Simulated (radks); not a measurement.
Values are calculated unless marked as measured or tabulated.
Species: Tl LXXV. Configuration: [He] 2s2 2p3 (the NIST ground configuration). Code: a radial shooting solver on a logarithmic mesh with Libxc functionals. Model: Dirac Kohn-Sham, relativistic LDA (MacDonald-Vosko exchange, VWN5 correlation), spin-unpolarised, spherical densities, finite nucleus; open shells fill j = l - 1/2 first; Fermi nuclear charge, rms radius 5.4759 fm.

Normalised radial functions P(r) = r R(r) (large component), r in bohr:

| r | 2p1/2 | 2p3/2 |
|---|---|---|
| 0.001319 | 0.1357 | 0.0252 |
| 0.001452 | 0.1500 | 0.0301 |
| 0.001585 | 0.1647 | 0.0354 |
| 0.001745 | 0.1826 | 0.0422 |
| 0.001921 | 0.2026 | 0.0504 |
| 0.002097 | 0.2232 | 0.0592 |
| 0.002309 | 0.2484 | 0.0705 |
| 0.002541 | 0.2767 | 0.0839 |
| 0.002797 | 0.3087 | 0.0998 |
| 0.003055 | 0.3415 | 0.1168 |
| 0.003362 | 0.3818 | 0.1387 |
| 0.003701 | 0.4273 | 0.1643 |
| 0.004074 | 0.4785 | 0.1945 |
| 0.004449 | 0.5312 | 0.2267 |
| 0.004897 | 0.5957 | 0.2676 |
| 0.00539 | 0.6682 | 0.3152 |
| 0.005934 | 0.7496 | 0.3706 |
| 0.006479 | 0.8329 | 0.4290 |
| 0.007132 | 0.9339 | 0.5023 |
| 0.007851 | 1.0465 | 0.5864 |
| 0.008573 | 1.1605 | 0.6743 |
| 0.009437 | 1.2973 | 0.7828 |
| 0.01039 | 1.4478 | 0.9057 |
| 0.01143 | 1.6120 | 1.0440 |
| 0.01249 | 1.7748 | 1.1849 |
| 0.01374 | 1.9651 | 1.3546 |
| 0.01513 | 2.1677 | 1.5409 |
| 0.01665 | 2.3810 | 1.7433 |
| 0.01819 | 2.5835 | 1.9420 |
| 0.02002 | 2.8089 | 2.1709 |
| 0.02204 | 3.0345 | 2.4095 |
| 0.02406 | 3.2367 | 2.6330 |
| 0.02649 | 3.4461 | 2.8766 |
| 0.02916 | 3.6361 | 3.1133 |
| 0.03209 | 3.7983 | 3.3346 |
| 0.03505 | 3.9148 | 3.5161 |
| 0.03858 | 3.9984 | 3.6812 |
| 0.04246 | 4.0284 | 3.8018 |
| 0.04674 | 3.9977 | 3.8680 |
| 0.05104 | 3.9119 | 3.8733 |
| 0.05618 | 3.7536 | 3.8128 |
| 0.06185 | 3.5295 | 3.6798 |
| 0.06808 | 3.2452 | 3.4752 |
| 0.07434 | 2.9405 | 3.2293 |
| 0.08183 | 2.5728 | 2.9072 |
| 0.09007 | 2.1850 | 2.5432 |
| 0.09836 | 1.8277 | 2.1883 |
| 0.1083 | 1.4530 | 1.7969 |
| 0.1192 | 1.1103 | 1.4206 |
| 0.1312 | 0.8122 | 1.0771 |
| 0.1433 | 0.5846 | 0.8028 |
| 0.1577 | 0.3883 | 0.5551 |
| 0.1736 | 0.2433 | 0.3632 |
| 0.1911 | 0.1431 | 0.2237 |
| 0.2086 | 0.0827 | 0.1352 |
| 0.2297 | 0.0422 | 0.0728 |

2p1/2: eigenvalue -22190 eV, 0 radial nodes, <r> = 0.0543 bohr, 90 % of the charge inside 0.0903 bohr. 2p3/2: eigenvalue -20000 eV, 0 radial nodes, <r> = 0.0624 bohr, 90 % of the charge inside 0.101 bohr.
